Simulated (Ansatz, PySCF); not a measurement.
Reaction (SMILES): C=CCCCCC [hept-1-ene] → C=CCCC[CH]C + H atom (the C-H bond at the site shown breaks; other sites are not compared here)
Geometries: B3LYP-D3(BJ)/def2-TZVP minima from Ansatz (a program for electronic structure), one conformer each, not searched for the lowest. Frequencies are from Ansatz or PySCF.

Quantity: bond dissociation energy (enthalpy at 298 K, with B3LYP-D3(BJ) rigid-rotor harmonic-oscillator terms), in eV. Valence correlation only, unless marked. UHF or UKS for open shells. Spin-orbit coupling is left out. No relativistic terms. Basis-set limits of correlation are two-point, X^-3; Hartree-Fock from the larger set. The bracket is a focal-point correction in the basis named.

```tsv
level	program	bond dissociation energy (eV)
PBE0-D3(BJ)/def2-TZVP	Ansatz + dftd3	?
PBE0-D3(BJ)/def2-TZVPD	Ansatz + dftd3	4.08
HSE06-D3(BJ)/def2-TZVPD	Ansatz + dftd3	4.08
CAM-B3LYP-D3(BJ)/def2-TZVPD	Ansatz + dftd3	?
LC-wPBE-D4/def2-TZVPD	Ansatz + dftd4	4.10
wB97X-V/def2-TZVPD	Ansatz	?
B2GP-PLYP-D3(BJ)/def2-TZVPD	Ansatz + dftd3	?
RI-MP2/CBS(cc-pVTZ,cc-pVQZ)+[CCSD(T)-MP2]/cc-pVTZ	Ansatz	4.33
```

Q: Fill in the missing entries.

A: 
- PBE0-D3(BJ)/def2-TZVP, bond dissociation energy (eV): 4.09
- CAM-B3LYP-D3(BJ)/def2-TZVPD, bond dissociation energy (eV): 4.19
- wB97X-V/def2-TZVPD, bond dissociation energy (eV): 4.24
- B2GP-PLYP-D3(BJ)/def2-TZVPD, bond dissociation energy (eV): 4.18
